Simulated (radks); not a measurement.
Task: Successive ionisation energies (eV) of one element, from differences of total energies of ions in their ground configurations, starting at charge 44: 3491.9, 8108.1, 8339.9, 8568.0, 8878.2, 9119.1, 9356.0, 9983.5, 10214.4, 41904, 42892. Method: scalar-relativistic Kohn-Sham, LDA (Slater exchange, VWN5 correlation), spin-polarised, spherical densities, finite nucleus; open shells are filled with parallel spins first (spin-orbit coupling, left out, can overturn this in heavy ions); Fermi nuclear charge, rms radius 4.8041 fm; computed with a radial shooting solver on a logarithmic mesh with Libxc functionals. Which element is it?

Result: Caesium (Z = 55). The first species listed is Cs44+ in [Ne] 3s1, the last Cs54+ in 1s1.
